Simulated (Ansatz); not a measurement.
Consider the β-hydride elimination: `C[O][GeH]([F])[Cl]` → `[F][GeH2][Cl]` + `C=O`.

Isolated molecules relaxed with PBE0-D4/def2-TZVP in Ansatz; ΔE leaves out vibrations. CCSD(T)/CBS is the MP2 limit (def2-TZVPP, def2-QZVPP) plus CCSD(T) − MP2 in def2-TZVPP, frozen cores. This one scheme is used for every species. Functionals use def2-TZVPP. B3LYP here is the variant with VWN-RPA as its local correlation; programs differ in this. HSE06 is defined as in plane-wave codes. For Ge outer-core shells are correlated without core-valence functions, which leaves a few kJ/mol of doubt a bond. Scalar relativity is left out up to krypton. One conformer a species, not always the lowest.

```tsv
level	ΔE (kJ/mol)
PBE0-D4	153.8
CAM-B3LYP-D4	148.7
B2PLYP	137.1
revPBE	113.0
PBE0	146.5
B3LYP	125.7
HSE06	146.9
SCS-MP2/def2-QZVPP	144.9
```

(1) What does CCSD(T)/CBS give? (Best estimate.)

Largest T1 diagnostic among the species: 0.015.

## Answers

(1) Computed: +148.8 kJ/mol. The listed levels differ from it by 5.0, -0.1, -11.7, -35.8, -2.3, -23.1, -1.9, -3.9 kJ/mol.

Leaving LDA and LC-ωPBE aside and taking each functional with its dispersion term where it has one, the values, not all of them listed here, spread over 34.7 kJ/mol, from BLYP-D4 to r2SCAN0-D4. LDA lies +46.9 kJ/mol from PBE without D4. In def2-TZVPP, CCSD(T) changes the Hartree–Fock value by +20.7 kJ/mol (the triples alone add +0.9 kJ/mol) and MP2 by +30.3 kJ/mol.
